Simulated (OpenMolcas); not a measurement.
Ge: effect of the IPEA shift

- Program: OpenMolcas
- Basis: ANO-RCC-VTZP [6s5p3d1f]
- Scalar Hamiltonian: DKH2, point nucleus
- Active space: 4 electrons in 9 orbitals (RAS2 4s 4p; RAS3 4d, at most 2 electrons)
- State averaging: 2S+1 = 3 even, 3 roots; 2S+1 = 1 even, 6 roots; 2S+1 = 5 odd, 1 root; 2S+1 = 3 odd, 5 roots
- Spin-orbit coupling: state interaction with AMFI integrals over the reference wave functions, term energies averaged over their components

Methods on the same reference wave functions:
A. RASSCF
B. SS-RASPT2, IPEA 0 Eh, imaginary shift 0.1 Eh (closed shells correlated: 3d)
C. SS-RASPT2, IPEA 0.25 Eh, imaginary shift 0.1 Eh (closed shells correlated: 3d)

Energies in cm⁻¹ above 4s² 4p² ³P₀, the measured ground level; measured values from NIST Handbook of Basic Atomic Spectroscopic Data.

```json
{"Level": "4s² 4p² ³P₀", "A": "0.0", "B": "0.0", "C": "0.0", "Measured": "0.0"}
{"Level": "4s² 4p² ³P₁", "A": "487", "B": "493", "C": "493", "Measured": "557"}
{"Level": "4s² 4p² ³P₂", "A": "1281", "B": "1284", "C": "1283", "Measured": "1410"}
{"Level": "4s² 4p² ¹D₂", "A": "9457", "B": "9000", "C": "9010", "Measured": "7125"}
{"Level": "4s² 4p² ¹S₀", "A": "20394", "B": "18770", "C": "18950", "Measured": "16367"}
{"Level": "4s 4p³ ⁵S°₂", "A": "35584", "B": "39150", "C": "39220", "Measured": "41927"}
```

Deviations, from unrounded energies. A percentage is the sum of absolute deviations over the sum of measured energies, with the sign that they share, or ± where signs differ.

```
                        Against measurement  Levels      A      B      C
             mean absolute deviation (cm-1)       5   2600   1400   1500
      fine structure of the ground term (%)       2  -10.1   -9.6   -9.7
other terms of the ground configuration (%)       2  +27.1  +18.2  +19.0
                   other configurations (%)       1  -15.1   -6.6   -6.4
```

B, C lie about equally close to measurement and A furthest from it. The largest miss of B in the table is 4s 4p³ ⁵S°₂, by -2800 cm-1. The ranking rests on the paired levels alone, and a cruder setting can come out closer through cancelling errors.

Between B and C the level of the table that moves most is 4s² 4p² ¹S₀, by 180 cm-1 (lowest in B, highest in C). Moves below CASPT2's spread within the term are not significant.

From A to B the spin-free energies of the other terms of 4s² 4p² shown, above ³P, scale by factors of 0.92 to 0.94.

The lowest spin-free term lies below A's lowest term by 0.408 hartree in B, 0.407 hartree in C.

Active for correlation alone: 4d; no level in the range computed is led by a configuration that fills it, so any true level of that kind is missing. Without dynamic correlation excited terms often stand tens of per cent too high (terms of higher spin than the ground term too low), and those without a measured partner can miss by more than the paired ones (holds for A). Some terms miss by over 15 % even with CASPT2, which points to a basis or an active space too small for the shells correlated (holds for B; C). Computed and measured levels are paired by configuration, term and J; levels that our copy of the source lacks, or whose pairing is in doubt (as where it misses far off the trend of its configuration), stay unpaired and out of the deviations. Levels of configurations outside the active space are missing. The table leaves out levels that lie high or whose names do not pair safely across all columns.

° marks odd parity.
